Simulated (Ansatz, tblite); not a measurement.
Cost and result up the ladder for Nb5O18H11, a hydroxylated oxide cluster (34 atoms). Charge 0, multiplicity 1. Geometry: PBE-D4/def2-SVP.

```xyz
34

Nb    0.0066   -0.2518    1.7427
Nb   -2.0352   -1.3460   -1.6235
Nb    2.5021    1.2779    2.6051
Nb    0.5700    1.9474   -0.4314
Nb    0.4904   -2.8539   -0.4560
O     1.6976    1.2970   -1.8162
O    -0.4414    1.6023    1.1595
O     1.4105    3.5126    0.1714
O    -0.0984   -0.1873   -0.4921
O    -0.8951    2.5431   -1.5746
O    -1.5999   -2.6615    0.0012
O    -3.4334   -2.2568   -2.4919
O    -3.0231   -0.5099   -0.0480
O    -1.9902    0.2645   -2.5675
O     1.9677   -1.7325   -1.2010
O    -1.7620   -0.7138    2.0978
O     2.4863    3.2305    2.7107
O     4.0230    0.5987    3.0425
O    -0.5276   -2.3505   -2.1283
O     0.9654   -4.4998   -0.3384
O     0.9810    0.2504    3.3039
O     1.9837    0.7552    0.8796
O     0.6979   -1.9792    1.3026
H     2.0867    0.4120   -1.9855
H     3.1899    3.8070    3.0630
H     1.7499    3.7316    1.0798
H     0.7410   -0.5608   -0.9073
H    -1.6051    3.1291   -1.2518
H    -1.8802   -2.4412    0.9175
H    -3.5168   -3.2032   -2.7089
H    -3.5404    0.2922   -0.2498
H    -1.5831    1.1595   -2.3737
H     2.8329   -1.7096   -0.7480
H    -2.4508   -0.5533    1.3167
```

Ansatz on 2 threads of AMD EPYC 7R13 on a shared host and a share (18 GiB) of an NVIDIA H100 80GB HBM3; xTB runs through tblite on one thread. Times are rough, summed over both states, and most runs start from the orbitals of an earlier one. PBE0-D4/def2-TZVP serves as the yardstick here, not as an exact answer. The other state is a doublet.

In the def2 sets Nb takes a core potential; there is no spin–orbit coupling. The xTB rows come from tblite. Single mean-field runs in def2-TZVP are fitted with def2-universal-jkfit.

Run but left out: PBE-D4/def2-TZVP (charge +1 doublet: an occupied level 0.04 eV above an empty one).

Raw xTB energies of ions are shifted by several eV.

```
                           level  functions  wall time  vertical IE (eV)  difference from PBE0-D4/def2-TZVP (eV)
                        GFN1-xTB        139     0.28 s             12.55                                    2.40
                        GFN2-xTB        128     0.59 s             15.10                                    4.95
BHLYP-D4/def2-TZVP (with forces)        824       37 s             10.59                                    0.44
 PBE0-D4/def2-TZVP (with forces)        824       43 s             10.16                                    0.00
```
